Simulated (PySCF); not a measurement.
C7H10.
SMILES with atom numbers: `[CH2:1]=[CH:2][C@H:3]([CH3:4])[C:5]#[C:6][CH3:7]` (hydrogens: H8, H9 on C1; H10 on C2; H11 on C3; H12, H13, H14 on C4; H15, H16, H17 on C7)

Method used: LC-wPBE/6-31G* geometry optimisation, gas phase in PySCF 2.14.0.

Problem. Give the optimised bond lengths and angles.

Solution. 
```
                  bond  length (Å)
                 C1=C2       1.325
                 C2–C3       1.509
                 C3–C4       1.533
                 C3–C5       1.471
                 C5≡C6       1.203
                 C6–C7       1.461
                 C1–H8       1.088
                 C1–H9       1.086
                C2–H10       1.090
                C3–H11       1.097
C4–H12, C4–H13, C4–H14       1.093
C7–H15, C7–H16, C7–H17       1.094
```

Bonds in one row agree within 0.01 Å and their mean is given. A selection of angles:
```
     angle  degrees
  C2–C1–H8    121.6
  C2–C1–H9    121.6
  H8–C1–H9    116.8
  C1–C2–C3    124.6
 C1–C2–H10    120.1
 C3–C2–H10    115.3
  C2–C3–C4    110.7
  C2–C3–C5    110.4
 C2–C3–H11    108.2
  C4–C3–C5    110.7
 C4–C3–H11    108.5
 C5–C3–H11    108.3
 C3–C4–H12    110.2
 C3–C4–H13    110.7
H12–C4–H13    108.9
H12–C4–H14    108.4
  C3–C5–C6    179.2
  C5–C6–C7    179.7
 C6–C7–H15    110.9
H15–C7–H16    108.0
```

Torsions: C1–C2–C3–C4 -115° (anticlinal).

The C–C distances run from 1.203 Å (C5≡C6, drawn triple) to 1.533 Å (C3–C4, drawn single), a spread of 0.330 Å. Of the pairs four or more bonds apart, H8···H11 is among the closest relative to their van der Waals radii: 2.40 Å, 100 % of the sum of Bondi's values.

Point group: C1 (no symmetry element, even within 0.4 Å). No LC-wPBE/6-31G* frequencies stand behind this structure, so it isn't proved a minimum. The numbers are those of one conformer.

On one thread, Intel Xeon Platinum 8375C at 2.90 GHz (x86_64), on a shared host, this took 59 s and 0.58 GiB of memory at its peak. This is the geometry optimisation.
